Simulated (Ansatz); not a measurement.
Reaction (hydrogenolysis of the Si–O bond): `O[SiH2]O[SiH](Cl)Cl` + H₂ → `[SiH3]O[SiH](Cl)Cl` + H₂O

Isolated molecules relaxed with PBE0-D4/def2-TZVP in Ansatz; ΔE leaves out vibrations. CBS: MP2 limit from def2 TZ/QZ plus the TZ coupled-cluster correction, frozen cores. This one scheme is used for every species. DFT in def2-TZVPP. B3LYP here is the variant with VWN-RPA as its local correlation; programs differ in this. Each species was taken in one conformer, which may not be the lowest.

`O[SiH2]O[SiH](Cl)Cl`:

Z-matrix (Å, degrees):
```
Si
O 1 1.649
O 1 1.632 2 111.4
H 1 1.483 2 107.3 3 -122.2
H 1 1.474 2 107.3 3 116.1
Si 2 1.607 1 143.4 3 64.9
H 3 0.959 1 118.3 2 -67.7
Cl 6 2.050 2 109.4 1 -27.3
Cl 6 2.035 2 110.4 1 91.7
H 6 1.468 2 110.8 1 -147.4
```

H₂:

Z-matrix (Å, degrees):
```
H
H 1 0.746
```

`[SiH3]O[SiH](Cl)Cl`:

Z-matrix (Å, degrees):
```
Si
O 1 1.649
H 1 1.483 2 109.5
H 1 1.481 2 107.2 3 -119.7
H 1 1.483 2 109.6 3 120.7
Si 2 1.607 1 146.6 3 -62.2
Cl 6 2.039 2 110.0 1 56.7
Cl 6 2.039 2 110.0 1 -62.7
H 6 1.468 2 109.9 1 177.0
```

H₂O:

Z-matrix (Å, degrees):
```
O
H 1 0.960
H 1 0.960 2 105.1
```

```
         level  ΔE (kJ/mol)
       PBE0-D4         86.7
      B3LYP-D4         93.2
       ωB97X-V         91.5
           PBE         83.8
          PBE0         83.2
 HF/def2-TZVPP         83.9
MP2/def2-QZVPP         97.1
  HF/CBS(def2)         84.4
```

(1) What does CCSD(T)/CBS give? (An estimate is asked.)

Largest T1 diagnostic among the species: 0.011.

Results:

(1) The calculation gave: +91.1 kJ/mol. The listed levels differ from it by -4.4, 2.1, 0.4, -7.3, -7.9, -7.2, 6.0, -6.7 kJ/mol.

In def2-TZVPP, CCSD(T) changes the Hartree–Fock value by +6.9 kJ/mol (the triples alone add +2.7 kJ/mol) and MP2 by +12.8 kJ/mol. The D4 term adds +6.3 kJ/mol with B3LYP and +3.5 kJ/mol with PBE0; it sums over pairs of atoms, weighted by their polarisabilities, and B3LYP, whose exchange is more repulsive, gets the larger term.
